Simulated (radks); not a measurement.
Values are calculated unless marked as measured or tabulated.
Charge is removed step by step from the 1s down level of neutral helium, starting from 1s(up 1, down 1). Level of theory: non-relativistic Kohn-Sham, LDA (Slater exchange, Perdew-Wang correlation), spin-polarised, spherical densities, point nucleus (a radial shooting solver on a logarithmic mesh with Libxc functionals).

| removed (e) | E - E(0) (eV) | eigenvalue (eV) |
|---|---|---|
| 0 | 0.000 | -15.517 |
| 0.1 | 1.640 | -17.291 |
| 0.2 | 3.459 | -19.094 |
| 0.3 | 5.460 | -20.917 |
| 0.4 | 7.643 | -22.745 |
| 0.5 | 10.008 | -24.561 |
| 0.6 | 12.554 | -26.339 |
| 0.7 | 15.274 | -28.044 |
| 0.8 | 18.158 | -29.618 |
| 0.9 | 21.188 | -30.911 |

The mean slope of the eigenvalue, de/dn, is 17.1 eV per electron.
